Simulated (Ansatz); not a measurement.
A nudged elastic band was laid between two geometries of Cl3F2Ta + H3P (10 atoms, charge 0, multiplicity 1).

Theory: RKS PBE/def2-SVP (Ansatz 0.2.0).

```yaml
movable_images: 7
climbing_image: yes
spring: 5.0 eV/Å²
optimiser: quadratic models (default)
start_path: through a guess of the saddle point
force_threshold: 0.03 eV/Å
iteration_limit: 60
end_points: relaxed
```

First end point:

```xyz
10
Properties=species:S:1:pos:R:3
Ta -0.234 -0.628 0.012
Cl 2.020 -0.498 -0.416
F 0.085 -0.242 1.843
Cl -0.724 -1.303 -2.178
Cl -1.452 1.310 -0.194
F -1.023 -2.215 0.615
P 1.979 3.715 -1.773
H 2.398 2.393 -2.167
H 0.584 3.375 -1.903
H 1.993 3.363 -0.375
```

Last end point:

```xyz
10
Properties=species:S:1:pos:R:3
Ta -0.516 0.378 -0.398
Cl 3.668 -0.208 0.086
F -0.314 1.368 1.204
Cl -0.187 -0.551 -2.513
Cl -2.752 0.832 -0.637
F 0.134 -1.156 0.453
P 1.165 2.108 -1.200
H 0.687 2.408 -2.516
H 0.651 3.268 -0.528
H 3.090 0.823 -0.486
```

Which bonds break or form, and what moves?

Bonds broken: Ta1–Cl2, P7–H10. Bonds formed: Ta1–P7, Cl2–H10. Cl3F2Ta + H3P becomes Cl2F2H2PTa + ClH.

What energy profile does the band end with?

The run ended unconverged. The highest image is number 7 of 0 to 8, 23.4 kcal/mol above the first end and 1.3 kcal/mol above the last; the last end lies 22.0 kcal/mol above the first. The band didn't meet its force threshold, so its energies are provisional: the largest band force was still 0.14 eV/Å, and over the last iterations the top stayed at 1.01 eV. Neighbouring images lie up to 3.8 Å apart, so the band is torn or far too coarse. Inner images lie below an end point, which means an intermediate or an end that isn't the lowest structure nearby. The orbitals stay closed-shell, which can raise the energy where a bond breaks towards radicals; this wasn't checked here.

```csv
image,path coordinate (Å),energy (kcal/mol),Ta1–Cl2 (Å),P7–H10 (Å),Ta1–P7 (Å)
0,0.00,0.0,2.30,1.44,5.19
1,3.81,2.8,2.29,1.44,5.72
2,7.58,0.6,2.34,1.44,5.40
3,11.36,0.5,2.29,1.44,5.59
4,15.13,0.1,2.30,1.44,5.19
5,18.90,-11.3,2.36,1.43,2.78
6,22.68,-1.9,2.35,1.44,3.26
7,26.45,23.4,2.87,1.92,2.64
8,27.90,22.0,4.25,2.42,2.54
```

Run time: 29 min on 4 threads of Arm Neoverse N1 (shared host), peak memory 0.26 GiB.
